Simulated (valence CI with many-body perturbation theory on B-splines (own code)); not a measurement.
**E1 transitions of W⁶⁷⁺**

Computed by configuration interaction combined with many-body perturbation theory (CI+MBPT): five valence electrons over a frozen Dirac-Fock core [He], radial functions for each j: 9 s, 9 p, 8 d, 6 f, 3 g, 1 h, with the one-electron correlation potential Σ1, the two-electron term Σ2, the three-electron term Σ3, Breit, model QED; selected CI, second order for the rest (own B-spline code, finite nucleus).

No measured spectrum was set against this ion. As an estimate, large intervals hold to a few tenths of a per cent, small ones and those within an open d or f shell to about a per cent. Among the levels kept, up to 1200 cm⁻¹ of a level comes from second order outside the variational space, and about a tenth of that is noise between levels of different J, which matters for small intervals.

Lines 101 to 150 of 261 in falling wavelength, among levels below 11275 eV, chosen from the strongest by gf and those to the six lowest levels. Wavelengths and rates use the calculated energies. Electric multipoles are in the length gauge, E1 and E2 with the static RPA response of the core. Weak lines are less certain than strong ones. Lines between different terms over intervals too small for the method are left out, as are lines whose strength nearly cancels. The highest levels of a list are the least certain.

Levels are named by their leading jj configuration (3d3/2^4 stands for four electrons in 3d with j = 3/2), which in mixed levels can hold well under half, so a name can repeat and another be missing. Letters in brackets count levels of one name in rising energy.

```csv
λ vac (nm),Upper,Lower,A (s⁻¹),S (a.u.)
0.6896,(2s 2p1/2^2 2p3/2 3d3/2) J=3/2 [b],(2s^2 2p1/2^2 3d3/2) J=3/2,1.14e+13,7.39e-03
0.6888,(2p1/2 2p3/2^4) J=1/2,(2s 2p1/2 2p3/2^3) J=3/2 [b],2.62e+13,8.46e-03
0.6885,(2s 2p1/2 2p3/2^3) J=3/2 [b],(2s^2 2p1/2 2p3/2^2) J=1/2,5.92e+12,3.82e-03
0.6876,(2s 2p1/2 2p3/2^3) J=5/2,(2s^2 2p1/2 2p3/2^2) J=3/2,5.83e+11,5.62e-04
0.6874,(2s 2p1/2^2 2p3/2 3s) J=1/2,(2s^2 2p1/2^2 3s) J=1/2,1.27e+13,4.08e-03
0.6870,(2s 2p1/2^2 2p3/2 3p1/2) J=1/2,(2s^2 2p1/2^2 3p1/2) J=1/2,1.30e+13,4.17e-03
0.6869,(2p1/2^2 2p3/2^3) J=3/2,(2s 2p1/2^2 2p3/2^2) J=3/2,1.90e+13,1.22e-02
0.6869,(2s 2p1/2^2 2p3/2 3d3/2) J=5/2 [b],(2s^2 2p1/2^2 3d3/2) J=3/2,1.11e+13,1.06e-02
0.6865,(2p1/2^2 2p3/2^3) J=3/2,(2s 2p1/2^2 2p3/2^2) J=1/2,4.41e+12,2.82e-03
0.6864,(2s 2p1/2^2 2p3/2 3p1/2) J=3/2 [b],(2s^2 2p1/2^2 3p1/2) J=1/2,1.25e+13,8.01e-03
0.6857,(2s 2p3/2^4) J=1/2,(2s^2 2p3/2^3) J=3/2,2.05e+13,6.52e-03
0.6857,(2p1/2 2p3/2^4) J=1/2,(2s 2p1/2 2p3/2^3) J=1/2,1.24e+13,3.94e-03
0.6837,(2s 2p1/2^2 2p3/2 3s) J=3/2 [b],(2s^2 2p1/2^2 3s) J=1/2,1.18e+13,7.45e-03
0.6835,(2s 2p1/2^2 2p3/2 3p3/2) J=3/2 [b],(2s^2 2p1/2^2 3p3/2) J=3/2,1.24e+13,7.80e-03
0.6835,(2s 2p1/2^2 2p3/2 3d3/2) J=1/2 [b],(2s^2 2p1/2^2 3d3/2) J=3/2,1.31e+13,4.13e-03
0.6817,(2s 2p1/2^2 2p3/2 3p3/2) J=1/2 [b],(2s^2 2p1/2^2 3p3/2) J=3/2,1.21e+13,3.79e-03
0.6737,(2s 2p1/2^2 2p3/2^2) J=1/2,(2s^2 2p1/2^2 2p3/2) J=3/2,1.07e+13,3.24e-03
0.6733,(2s 2p1/2^2 2p3/2^2) J=3/2,(2s^2 2p1/2^2 2p3/2) J=3/2,2.00e+13,1.20e-02
0.6689,(2s 2p1/2 2p3/2^3) J=3/2 [b],(2s^2 2p1/2 2p3/2^2) J=5/2,1.74e+13,1.03e-02
0.6636,(2s 2p1/2 2p3/2^3) J=1/2,(2s^2 2p1/2 2p3/2^2) J=3/2,1.78e+13,5.13e-03
0.6607,(2s 2p1/2 2p3/2^3) J=3/2 [b],(2s^2 2p1/2 2p3/2^2) J=3/2,7.59e+11,4.32e-04
0.6483,(2p1/2^2 2p3/2^3) J=3/2,(2s 2p1/2^2 2p3/2^2) J=5/2,5.46e+12,2.94e-03
0.3937,(2s 2p1/2 2p3/2^3) J=3/2 [a],(2s^2 2p1/2^2 2p3/2) J=3/2,2.21e+10,2.66e-06
0.3886,(2s 2p1/2 2p3/2^3) J=5/2,(2s^2 2p1/2^2 2p3/2) J=3/2,2.28e+09,3.96e-07
0.3808,(2s 2p1/2 2p3/2^3) J=1/2,(2s^2 2p1/2^2 2p3/2) J=3/2,9.40e+10,5.12e-06
0.3798,(2s 2p1/2 2p3/2^3) J=3/2 [b],(2s^2 2p1/2^2 2p3/2) J=3/2,5.41e+10,5.85e-06
0.3786,(2s 2p3/2^4) J=1/2,(2s^2 2p1/2 2p3/2^2) J=3/2,1.25e+11,6.71e-06
0.1753,(2s^2 2p1/2^2 3p1/2) J=1/2,(2s 2p1/2^2 2p3/2^2) J=1/2,8.83e+10,4.69e-07
0.1688,(2s^2 2p1/2^2 3s) J=1/2,(2s^2 2p1/2 2p3/2^2) J=1/2,2.28e+10,1.08e-07
0.1654,(2s^2 2p1/2^2 3p3/2) J=3/2,(2s 2p1/2^2 2p3/2^2) J=1/2,2.51e+10,2.24e-07
0.1630,(2s^2 2p1/2^2 3p3/2) J=3/2,(2s 2p1/2^2 2p3/2^2) J=5/2,1.29e+11,1.11e-06
0.1556,(2s^2 2p1/2^2 3d3/2) J=3/2,(2s^2 2p1/2 2p3/2^2) J=1/2,4.38e+10,3.26e-07
0.1542,(2s^2 2p1/2^2 3d3/2) J=3/2,(2s^2 2p1/2 2p3/2^2) J=3/2,1.01e+11,7.32e-07
0.1524,(2s^2 2p1/2^2 3d5/2) J=5/2,(2s^2 2p1/2 2p3/2^2) J=5/2,1.12e+10,1.17e-07
0.1519,(2s^2 2p1/2^2 3d5/2) J=5/2,(2s^2 2p1/2 2p3/2^2) J=3/2,7.61e+09,7.91e-08
0.1462,(2s^2 2p1/2 2p3/2 3p1/2) J=3/2 [a],(2s 2p1/2^2 2p3/2^2) J=1/2,5.67e+10,3.49e-07
0.1452,(2s^2 2p1/2 2p3/2 3p1/2) J=3/2 [b],(2s 2p1/2^2 2p3/2^2) J=1/2,5.66e+11,3.43e-06
0.1444,(2s^2 2p1/2 2p3/2 3p1/2) J=3/2 [a],(2s 2p1/2^2 2p3/2^2) J=5/2,1.05e+10,6.21e-08
0.1442,(2s^2 2p1/2 2p3/2 3p1/2) J=5/2,(2s 2p1/2^2 2p3/2^2) J=5/2,2.12e+11,1.88e-06
0.1435,(2s^2 2p1/2 2p3/2 3p1/2) J=3/2 [b],(2s 2p1/2^2 2p3/2^2) J=5/2,7.00e+11,4.08e-06
0.1424,(2s 2p1/2^2 2p3/2 3s) J=3/2 [a],(2s 2p1/2^2 2p3/2^2) J=1/2,7.45e+13,4.25e-04
0.1417,(2s^2 2p1/2 2p3/2 3s) J=3/2 [a],(2s^2 2p1/2 2p3/2^2) J=1/2,7.65e+11,4.30e-06
0.1416,(2s^2 2p1/2 2p3/2 3s) J=1/2,(2s^2 2p1/2 2p3/2^2) J=1/2,7.88e+13,2.21e-04
0.1414,(2s 2p1/2^2 2p3/2 3s) J=1/2,(2s 2p1/2^2 2p3/2^2) J=3/2,1.82e+14,5.08e-04
0.1413,(2s 2p1/2^2 2p3/2 3s) J=1/2,(2s 2p1/2^2 2p3/2^2) J=1/2,8.19e+13,2.28e-04
0.1413,(2s^2 2p1/2 2p3/2 3s) J=3/2 [b],(2s^2 2p1/2 2p3/2^2) J=1/2,7.78e+13,4.33e-04
0.1412,(2s 2p1/2^2 2p3/2 3s) J=3/2 [b],(2s 2p1/2^2 2p3/2^2) J=3/2,9.93e+13,5.52e-04
0.1412,(2s 2p1/2^2 2p3/2 3s) J=3/2 [b],(2s 2p1/2^2 2p3/2^2) J=1/2,1.18e+11,6.57e-07
0.1412,(2s 2p1/2^2 2p3/2 3s) J=5/2,(2s 2p1/2^2 2p3/2^2) J=5/2,1.06e+14,8.85e-04
0.1409,(2s^2 2p1/2 2p3/2 3s) J=3/2 [a],(2s^2 2p1/2 2p3/2^2) J=5/2,2.22e+13,1.23e-04
```
